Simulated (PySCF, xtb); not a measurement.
cyclohexasilane (H₁₂Si₆), SMILES [SiH2]1[SiH2][SiH2][SiH2][SiH2][SiH2]1.

GFN2-xTB (xtb) at its own geometry gives an orbital gap of 3.21 eV and a dipole moment of 0.01 D.

Coordinates come from a B3LYP-D3(BJ)/def2-SVP optimisation.

What does ωB97X/def2-TZVP in PySCF give? (Estimate from the structure and the level; the computed values follow.)

gap 11.06 eV (levels -9.92 and 1.14 eV), dipole 0.00 D.
